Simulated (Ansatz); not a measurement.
AlAsClH5Si, SMILES `[AlH2][SiH](Cl)[AsH2]`, charge 0, multiplicity 1.

(1) Give a relaxed structure at PBE0-D4/def2-TZVP (the Gaussian-basis code of Ansatz). (An estimate is asked.)

Results:

(1) Computed: 
```xyz
9

Al   -1.785   -0.664    0.824
Si    0.018    0.744   -0.071
Cl    1.131    1.553    1.488
As    1.369   -0.475   -1.591
H    -3.024   -1.020   -0.104
H    -1.680   -1.246    2.294
H    -0.484    1.905   -0.860
H     1.955   -1.335   -0.481
H     2.500    0.538   -1.498
```
This is one stationary point; other conformers may exist.
